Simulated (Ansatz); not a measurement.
`N[SiH2]CBO`. Total charge 0; spin multiplicity 1.

```json
{"atom": "N1", "x (Å)": "-1.398", "y (Å)": "0.897", "z (Å)": "1.416"}
{"atom": "Si2", "x (Å)": "0.014", "y (Å)": "-0.080", "z (Å)": "1.308"}
{"atom": "C3", "x (Å)": "0.270", "y (Å)": "-1.016", "z (Å)": "-0.308"}
{"atom": "B4", "x (Å)": "0.421", "y (Å)": "-0.060", "z (Å)": "-1.516"}
{"atom": "O5", "x (Å)": "1.668", "y (Å)": "0.279", "z (Å)": "-1.939"}
{"atom": "H6", "x (Å)": "-1.472", "y (Å)": "1.751", "z (Å)": "0.888"}
{"atom": "H7", "x (Å)": "-2.302", "y (Å)": "0.472", "z (Å)": "1.539"}
{"atom": "H8", "x (Å)": "-0.077", "y (Å)": "-1.081", "z (Å)": "2.405"}
{"atom": "H9", "x (Å)": "1.186", "y (Å)": "0.810", "z (Å)": "1.524"}
{"atom": "H10", "x (Å)": "1.164", "y (Å)": "-1.633", "z (Å)": "-0.162"}
{"atom": "H11", "x (Å)": "-0.603", "y (Å)": "-1.668", "z (Å)": "-0.415"}
{"atom": "H12", "x (Å)": "-0.532", "y (Å)": "0.428", "z (Å)": "-2.072"}
{"atom": "H13", "x (Å)": "1.661", "y (Å)": "0.902", "z (Å)": "-2.669"}
```

List the harmonic frequencies (cm⁻¹, unscaled) at PBE0-D4/def2-TZVP in Ansatz. (Best estimate.)

Ansatz gave: 43, 87, 134, 161, 277, 357, 386, 508, 587, 666, 683, 782, 848, 878, 896, 909, 933, 959, 989, 1062, 1085, 1205, 1370, 1433, 1585, 2213, 2219, 2543, 3045, 3108, 3607, 3700, 3894.

Is this a minimum?

Yes, all 33 modes are real.

Give the ideal-gas thermochemistry at 298.15 K and 1 bar (rigid rotor, harmonic oscillator; point group C1, symmetry number 1).

Zero-point energy 258.1 kJ/mol; H(298) − E = 281.7 kJ/mol; entropy 365.8 J/(mol·K), of which translation 164.8, rotation 112.5, vibration 88.4; G(298) − E = 172.6 kJ/mol. Modes under 100 cm⁻¹ are hindered rotations or soft bends, so the harmonic entropy is rough.

And at 400, 500, 600, 800 and 1000 K?


| T (K) | H − E (kJ/mol) | S (J/mol/K) | G − E (kJ/mol) |
| --- | --- | --- | --- |
| 400 | 295.8 | 406.3 | 133.3 |
| 500 | 312.1 | 442.7 | 90.8 |
| 600 | 330.4 | 476.0 | 44.8 |
| 800 | 371.4 | 534.8 | -56.4 |
| 1000 | 416.8 | 585.3 | -168.5 |
